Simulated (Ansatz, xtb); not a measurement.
# Relaxing a trial structure of BrFInOSi

The starting geometry of this gas-phase doublet was built from a drawn formula by distance geometry; its bonds are those of `O=[Si](Br)[In][F]`.

```xyz
5

Br   -2.6014    1.9101   -0.2599
F    -1.1468   -1.7006    2.2406
In   -2.8562   -1.1620    2.3310
O    -2.0326    2.5188    2.8370
Si   -2.5854    1.4366    1.9497
```

Question: Predict what it relaxes into with r2SCAN-D4/def2-SVP.

Answer: It keeps its bonds, and is `O=[Si](Br)[In][F]`. Distances that change by over a tenth: F2–In3 (1.79 → 1.98 Å).

The energy falls by 0.68 eV over 13 steps:

```
step  E − E(last) (eV)
   1             0.678
   2             0.079
   4             0.021
   5             0.012
   6             0.008
   8             0.001
   9             0.000
  10             0.000
  12             0.000
  13             0.000
```

Final geometry (Å):

```xyz
5

Br   -2.7624    1.9841   -0.3154
F    -1.1452   -2.2491    2.2999
In   -2.7076   -1.0403    2.3222
O    -2.3244    2.6905    2.9493
Si   -2.2828    1.6177    1.8424
```

From the same start GFN2-xTB ends elsewhere, differing in Br1–In3 (2.75 against 4.01 Å here), Br1–Si5 (2.92 against 2.24 Å here), F2–In3 (2.76 against 1.98 Å here), F2–Si5 (1.67 against 4.06 Å here).

The end wasn't checked by frequencies. Open shells are spin-unrestricted. Atoms past krypton carry core potentials, without spin–orbit terms. Run with Ansatz 0.2.0, 100 s on 2 threads of Intel(R) Xeon(R) Platinum 8259CL CPU @ 2.50GHz (Skylake/Cascade Lake) (shared host).
